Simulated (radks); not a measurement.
Q: The bromine ion Br3+, configuration [Ar] 3d10 4s2 4p(up 1.5, down 0.5) (fractional occupations, a model configuration). Calculated with a radial shooting solver on a logarithmic mesh with Libxc functionals: scalar-relativistic Kohn-Sham, r2SCAN, spin-polarised, spherical densities, finite nucleus; meta-GGA in the generalised Kohn-Sham scheme; Fermi nuclear charge, rms radius 4.1629 fm. Some entries of the table are withheld. Estimate them.

orbital  occ.  eigenvalue (hartree)  <r^2> (bohr^2)
1s up       1             -492.1560        0.002462
1s down     1             -492.1512        0.002462
2s up       1             -65.63604         0.04228
2s down     1             -65.63518         0.04228
2p up       3             -57.98300         0.03350
2p down     3             -57.97946         0.03350
3s up       1             -10.39489          0.3477
3s down     1             -10.39088          0.3477
3p up       3                   (1)          0.3708
3p down     3                   (2)          0.3705
3d up       5              -3.91502          0.4270
3d down     5              -3.90822          0.4244
4s up       1                   (3)           2.734
4s down     1                   (4)           2.732
4p up     1.5              -1.49940             (5)
4p down   0.5              -1.43813             (6)

A: 
(1) 3p up eigenvalue (hartree): -7.94741
(2) 3p down eigenvalue (hartree): -7.94255
(3) 4s up eigenvalue (hartree): -2.04567
(4) 4s down eigenvalue (hartree): -1.98428
(5) 4p up <r^2> (bohr^2): 3.507
(6) 4p down <r^2> (bohr^2): 3.527
